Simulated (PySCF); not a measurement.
# Manganese: a sound run and one with changed settings

Sound run: Mn²⁺ [Ar] 3d5, Mn³⁺ [Ar] 3d4. All numbers are calculated (PySCF 2.14, the spin-free X2C one-electron Hamiltonian (Gaussian nucleus), in cc-pVTZ-DK (7s6p4d2f1g, 68 functions)). In the sound run the correlated levels freeze [Ar]. The sound run starts from symmetry-adapted Hartree-Fock orbitals and uses a fine grid where one is needed.

Changed run: basis STO-3G, all-electron and non-relativistic. This setting is unsound on purpose.

```tsv
species	method	sound run (hartree)	changed run (hartree)	converged
Mn²⁺	UHF	-1156.61605	-1137.01113	yes
Mn²⁺	TPSS	-1157.71414	-1137.85672	yes
Mn²⁺	MN15	-1158.33055	-1136.16144	yes
Mn²⁺	MP2	-1156.68531	-1137.01122	yes
Mn³⁺	UHF	-1155.42680	-1136.06839	yes
Mn³⁺	TPSS	-1156.47343	-1136.90208	yes
Mn³⁺	MN15	-1157.08864	-1135.20912	yes
Mn³⁺	MP2	-1155.46547	-1136.06842	yes
```

Ionisation energy of Mn²⁺:

```csv
method,sound run (eV),changed run (eV)
UHF,32.361,25.653
TPSS,33.762,25.977
MN15,33.794,25.914
MP2,33.194,25.655
SCS-MP2,32.639,25.654
```

A minimal basis cannot let orbitals breathe on ionisation and holds almost no correlation. The Hamiltonian changed with the basis, so the totals do not compare.

For comparison, NIST gives 33.668 ± 0.012 eV between the lowest levels.
